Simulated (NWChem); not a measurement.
# C2H3BN2O; SMILES OB1N=CC=N1

```xyz
9

O     -0.0830    -2.0442     0.0000
B     -0.0455    -0.7112     0.0000
N      1.2225     0.0958     0.0000
C      0.7699     1.2849     0.0000
C     -0.7624     1.3174     0.0000
N     -1.2686     0.1505     0.0000
H      0.8067    -2.4187     0.0000
H      1.4041     2.1865     0.0000
H     -1.3550     2.2468     0.0000
```
Atoms are numbered in this order, from 1.

Level: PBE0/def2-SVP (NWChem), optimised geometry, unscaled harmonic frequencies. 

List the harmonic frequencies with IR intensities, and the thermochemistry.


```csv
frequency (cm⁻¹),IR intensity (km/mol)
142,9.2
376,15.9
456,7.6
610,6.5
649,10.8
712,132.2
819,18.9
827,7.7
889,34.5
893,2.5
974,127.6
1015,0.0
1173,163.6
1319,33.8
1333,29.2
1524,401.7
1698,74.3
1725,10.5
3124,19.3
3138,45.2
3884,144.7
```

The zero-point energy is 39.0 kcal/mol and the thermal correction to the enthalpy at 298.15 K (with zero-point energy) comes out as 42.6 kcal/mol. The heat capacity Cv comes out as 17.1 cal/(mol K). The entropy at 298.15 K and 1 atm (symmetry number 1) is 71.5 cal/(mol K) and the dipole moment is 2.02 D.

Rigid rotor and harmonic oscillator.
